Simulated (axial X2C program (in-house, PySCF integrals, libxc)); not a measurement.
# Nuclear properties of WSH

Computed with an in-house all-electron X2C program for linear molecules (integrals from PySCF): two-component X2C with atomic mean-field Coulomb and Gaunt terms, Gaussian nuclei, basis W dyall-v3z, S dyall-av3z, H dyall-v3z with contracted cores.

W–S–H held linear, with bonds 2.275 and 1.330 Å (near the PBE0 minimum at charge 0 of the determinant lowest at the starting distance; the state shown can have its own minimum elsewhere, held linear; other orders of the atoms were not compared).

Input and command:
```json
{"zs": [74, 16, 1], "q": 0, "bas": ["dyall-v3z", "dyall-av3z", "dyall-v3z"], "r0": [2.4, 1.34], "symm": 0, "scan": ["PBE0", "HF", "BHandHLYP"], "levels": ["PBE0", "HF", "TPSSh"], "nst": 2}
```
```bash
python solin.py task.json out
```

Keys: zs atomic numbers; q charge; bas basis sets; r0 starting distance in Å; symm equal bonds; scan levels of the two-bond scan; levels methods; nst determinants followed.

Determinant lowest in the PBE0 search, Ω = 5/2 (⟨Sz⟩ = 2.45, ⟨Lz⟩ = 0.05 at PBE0), spin on the atoms W 2.42, S 0.05, H -0.02:

```json
{"level": "PBE0", "Eeff magnitude (GV/cm)": "18.6", "Ws magnitude W (kHz)": "8.08", "A∥/gI W (MHz)": "1980", "qzz W (a.u.)": "1.06", "A∥/gI S (MHz)": "-9.37", "qzz S (a.u.)": "1.88", "A∥/gI H (MHz)": "-1.66", "qzz H (a.u.)": "0.26", "μ (D)": "-1.80"}
{"level": "HF", "Eeff magnitude (GV/cm)": "25.7", "Ws magnitude W (kHz)": "11", "A∥/gI W (MHz)": "1650", "qzz W (a.u.)": "-0.24", "A∥/gI S (MHz)": "-11.4", "qzz S (a.u.)": "1.73", "A∥/gI H (MHz)": "-2.61", "qzz H (a.u.)": "0.26", "μ (D)": "-2.20"}
{"level": "TPSSh", "Eeff magnitude (GV/cm)": "18.2", "Ws magnitude W (kHz)": "7.88", "A∥/gI W (MHz)": "1990", "qzz W (a.u.)": "1.27", "A∥/gI S (MHz)": "-2.57", "qzz S (a.u.)": "1.94", "A∥/gI H (MHz)": "-1.46", "qzz H (a.u.)": "0.26", "μ (D)": "-1.63"}
```

Determinant 0.03 eV from it at PBE0 and this distance, Ω = 3/2 (⟨Sz⟩ = 2.45, ⟨Lz⟩ = -0.95 at PBE0), spin on the atoms W 2.45, S -0.06, H 0.06:

```csv
level,Eeff magnitude (GV/cm),Ws magnitude W (kHz),A∥/gI W (MHz),qzz W (a.u.),A∥/gI S (MHz),qzz S (a.u.),A∥/gI H (MHz),qzz H (a.u.),μ (D)
PBE0,42.5,29.6,4100,-3.16,59.9,1.44,10.8,0.25,-0.15
HF,49.3,34.7,3010,-4.58,4.82,1.58,7.03,0.25,-0.05
TPSSh,40.9,28.4,4090,-2.90,65.7,1.47,12.8,0.25,-0.14
```

Eeff is the effective electric field on the electron electric dipole moment in this Ω state and Ws the scalar–pseudoscalar constant of the nucleus named (defined with the proton number Z and per Ω); A∥ (defined per Ω) follows by multiplying with gI = μI/(I μN); qzz is the electric field gradient, eQq0 = 234.96 MHz × Q/barn × qzz; μ is positive if the H end (last atom) is positive. The operators were transformed with the bare-nucleus X2C matrices; with these basis sets, hyperfine constants and field gradients can be off by tens of per cent, and where levels differ in sign neither size nor sign is settled.

(1) With gI(183W) = 0.2356, Q(33S) = -0.0694 barn, gI(1H) = 5.5857 (g factors from the IAEA table of nuclear moments by Stone; Q from Pyykkö, Mol. Phys. 2018), turn the PBE0 values of the first state into constants in MHz.

The molecule was held linear; bending was not examined, so a bent shape may lie lower. Hydrosulfides and their kin are strongly bent in nature, so this linear model does not describe the real molecule.

Each state is one determinant with collinear spin, which with several unpaired electrons need not be a pure state. Unrestricted Hartree–Fock can overshoot spin polarisation at the nuclei. This is the top spin component of a Σ state; components of lower Ω are not single determinants and can lie lower. With several open shells hyperfine constants can be off by a factor of several. States lie within half an eV, so the first need not be the ground state. Where a field gradient or hyperfine factor spreads by more than a factor of two over the levels, a constant derived from it is not to be relied on. PBE0 term energies can be off by some tenths of an eV.

Answers

(1) A∥(183W) = 1980 × 0.2356 = 466 MHz; eQq0(33S) = 234.96 × (-0.0694) × (1.88) = -30.7 MHz; A∥(1H) = -1.66 × 5.5857 = -9.27 MHz.
